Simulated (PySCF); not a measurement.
A calculated (PBE0, PySCF 2.14, aug-cc-pVTZ-DK, the spin-free X2C one-electron Hamiltonian (Gaussian nucleus)) atom or ion has these occupied shells.

```json
{"shell": "1s α", "electrons": "1", "orbital energy (eV)": "-698.53", "rms radius, mean of both spins (bohr)": "0.204"}
{"shell": "1s β", "electrons": "1", "orbital energy (eV)": "-696.54", "rms radius, mean of both spins (bohr)": "0.204"}
{"shell": "2s α", "electrons": "1", "orbital energy (eV)": "-53.319", "rms radius, mean of both spins (bohr)": "1.06"}
{"shell": "2s β", "electrons": "1", "orbital energy (eV)": "-47.428", "rms radius, mean of both spins (bohr)": "1.06"}
{"shell": "2p α", "electrons": "3", "orbital energy (eV)": "-32.776", "rms radius, mean of both spins (bohr)": "1.11"}
{"shell": "2p β", "electrons": "1", "orbital energy (eV)": "-29.027", "rms radius, mean of both spins (bohr)": "1.11"}
```

Q: Name the element and its charge.

A: F⁺ (fluorine, charge +1), in [He] 2s2 2p4, high-spin 3P determinant.
